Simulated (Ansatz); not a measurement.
Start from `C#[C][Ti]([F])([F])[F]` and change one element to get `C#[C][Zr]([F])([F])[F]`.

Ansatz, PBE0-D4/def2-TZVP geometries, multiplicity 1. 

Elements past krypton have def2 core potentials. Scalar relativity is left out up to krypton.

| property | `C#[C][Ti]([F])([F])[F]` |
| --- | --- |
| size of the dipole moment (B3LYP/def2-TZVPP) / D | 1.80 |
| HOMO–LUMO gap (PBE0/def2-TZVPP) / eV | 5.68 |
| HOMO energy (PBE0/def2-TZVPP) / eV | -8.94 |
| HOMO energy (ωB97M-V/def2-TZVPP) / eV | -11.15 |
| HOMO–LUMO gap (B3LYP/def2-TZVPP) / eV | 5.16 |
| size of the dipole moment (PBE/def2-TZVPP) / D | 1.64 |

**Question.** What does the change do to each property? (Estimate.)

**Answer.** The calculation gave: 
| property | `C#[C][Zr]([F])([F])[F]` | shift |
| --- | --- | --- |
| size of the dipole moment (B3LYP/def2-TZVPP) / D | 1.50 | -0.30 |
| HOMO–LUMO gap (PBE0/def2-TZVPP) / eV | 6.66 | 0.98 |
| HOMO energy (PBE0/def2-TZVPP) / eV | -8.71 | 0.23 |
| HOMO energy (ωB97M-V/def2-TZVPP) / eV | -10.93 | 0.22 |
| HOMO–LUMO gap (B3LYP/def2-TZVPP) / eV | 6.18 | 1.02 |
| size of the dipole moment (PBE/def2-TZVPP) / D | 1.36 | -0.28 |

With PBE0 the HOMO rises by 0.23 eV and the LUMO rises by 1.20 eV, so the gap widens by about 0.97 eV. PBE moves the HOMO by 0.22 eV and ωB97M-V by 0.22 eV. Dipoles are sizes alone; their direction can turn.

B3LYP here is the variant with VWN-RPA as its local correlation; programs differ in this.
